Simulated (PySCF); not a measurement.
Sn(OH)3(SH) (H₄O₃SSn), SMILES [OH][Sn]([OH])([OH])[SH]. Geometry optimised at PBE0-D3(BJ)/def2-SVP. The structure was generated by enumeration; whether it is a known compound was not checked. The def2 effective core potentials stand for the cores of Sn; spin–orbit coupling is left out. Other conformers were not sampled.

Computed equilibrium geometry at PBE0-D3(BJ)/def2-SVP (PySCF confirms it by a frequency run) as a Z-matrix (one conformer of several):
```
Sn
O 1 1.9676
H 2 0.9658 1 110.48
O 1 1.9706 2 107.13 3 136.73
H 4 0.9656 1 111.01 2 -27.50
O 1 1.9739 2 102.17 3 16.54
H 6 0.9650 1 112.02 2 -167.68
S 1 2.3917 2 117.91 3 -107.47
H 8 1.3533 1 89.73 2 -108.66
```
Charge 0, spin multiplicity 1.
